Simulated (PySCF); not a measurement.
Computed shifts of a molecule C₅H₆Se, PBE/pcSseg-1 (PySCF), GIAO, gas phase, equivalent atoms averaged, in ppm (number of nuclei): ¹³C: 148.9 (1), 145.1 (1), 138.4 (1), 114.9 (1), 40.6 (1). ¹H: 7.23 (1), 6.25 (1), 5.38 (1), 5.22 (1), 4.06 (2). References: ¹³C against TMS (σ = 182.0 ppm); ⁷⁷Se against Me2Se (σ = 1634.8 ppm); ¹H against TMS (σ = 31.49 ppm), references at their B3LYP-D3(BJ)/def2-TZVP geometries, non-relativistic. Geometry: B3LYP-D3(BJ)/def2-SVP. One conformer was computed; it need not be the lowest.

Pick the molecule that these values belong to.
A. C#C[C@@H]([SeH])C=C
B. C=CC1=C[Se]C1
C. C=C1CC=C[Se]1
D. C=C[C@@H]1C=C[Se]1

B, C=CC1=C[Se]C1
